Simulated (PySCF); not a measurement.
# The potential of point charges around `C#CCN[SiH2]P[SiH2]C`

Species: `C#CCN[SiH2]P[SiH2]C`. Coordinates (GFN2-xTB, Å) and charges (e) from the PBE0/pcSseg-1 density (PySCF):

| atom | x | y | z | Mulliken | IAO | Hirshfeld | ESP-fitted |
| --- | --- | --- | --- | --- | --- | --- | --- |
| C1 | 4.433 | 1.329 | 0.937 | -0.3325 | -0.2460 | -0.1202 | -0.4900 |
| C2 | 3.930 | 0.349 | 0.468 | +0.1070 | -0.0461 | -0.0482 | +0.0633 |
| C3 | 3.243 | -0.824 | -0.044 | +0.0514 | -0.1581 | -0.0044 | -0.0302 |
| N4 | 1.852 | -0.881 | 0.357 | -0.6575 | -0.6650 | -0.2419 | -0.6863 |
| Si5 | 0.633 | 0.007 | -0.458 | +0.6074 | +0.7231 | +0.3040 | +0.5438 |
| P6 | -1.191 | -0.350 | 0.773 | -0.4204 | -0.2445 | -0.0773 | -0.5022 |
| Si7 | -2.713 | 0.569 | -0.570 | +0.4469 | +0.5930 | +0.2907 | +0.6718 |
| C8 | -4.433 | -0.001 | 0.000 | -0.6157 | -0.7044 | -0.2093 | -0.4957 |
| H9 | 4.896 | 2.184 | 1.331 | +0.0476 | +0.2011 | +0.0911 | +0.3216 |
| H10 | 3.276 | -0.807 | -1.136 | +0.1496 | +0.1655 | +0.0587 | +0.1388 |
| H11 | 3.762 | -1.725 | 0.307 | +0.1541 | +0.1677 | +0.0584 | +0.1146 |
| H12 | 1.751 | -1.009 | 1.354 | +0.2050 | +0.2618 | +0.1110 | +0.3953 |
| H13 | 0.813 | 1.464 | -0.555 | -0.0783 | -0.1479 | -0.0894 | -0.0894 |
| H14 | 0.594 | -0.536 | -1.823 | -0.0774 | -0.1414 | -0.0865 | -0.1201 |
| H15 | -1.400 | -1.644 | 0.352 | +0.0816 | +0.0030 | -0.0081 | +0.1332 |
| H16 | -2.571 | 2.021 | -0.430 | -0.0458 | -0.1141 | -0.0789 | -0.1484 |
| H17 | -2.520 | 0.216 | -1.984 | -0.0584 | -0.1258 | -0.0824 | -0.1854 |
| H18 | -4.557 | -1.074 | -0.121 | +0.1427 | +0.1573 | +0.0436 | +0.1269 |
| H19 | -5.215 | 0.490 | -0.571 | +0.1449 | +0.1599 | +0.0455 | +0.1091 |
| H20 | -4.590 | 0.231 | 1.050 | +0.1477 | +0.1609 | +0.0437 | +0.1294 |

Points outside the species (Å): A (-1.7, 5.8, 3.7); B (7.9, 2.6, -0.3); C (-7.2, 1.5, -4.0).

**Question.** Find the potential V = 14.3996 V·Å × Σ q/r of each set of charges at these points.

**Answer.** In volts:

| point | nearest atom | distance (Å) | Mulliken | IAO | Hirshfeld | ESP-fitted |
| --- | --- | --- | --- | --- | --- | --- |
| A | H16 | 5.67 | -0.091 | +0.002 | -0.007 | -0.069 |
| B | H9 | 3.44 | -0.220 | -0.015 | -0.033 | -0.019 |
| C | H19 | 4.09 | +0.090 | +0.043 | +0.010 | +0.048 |

**Question.** How far are the other sets from the ESP-fitted one at these points?

**Answer.** Root-mean-square difference: IAO 0.041 V, Hirshfeld 0.043 V, Mulliken 0.119 V. The ESP scheme fits charges at the nuclei, held to the total charge, to the electrostatic potential on points at 1.4 to 2.0 times the van der Waals radii.

**Question.** What energy would a point charge of -2 e have at A in the field of the ESP charges, leaving out polarisation?

**Answer.** +0.138 eV = +13.3 kJ/mol, a repulsion.

Geometry: GFN2-xTB, one conformer, isolated molecule.

The run behind these numbers computed NMR shieldings as well. On Arm Neoverse N1, one thread, no GPU, shared host, this took 76 s and 0.97 GiB of memory at its peak.

Shape of the structure used: `[CH:1]#[C:2][CH2:3][NH:4][SiH2:5][PH:6][SiH2:7][CH3:8]`: C2–C3–N4–Si5 81°, C3–N4–Si5–P6 -174°, N4–Si5–P6–Si7 -171°, Si5–P6–Si7–C8 165°.
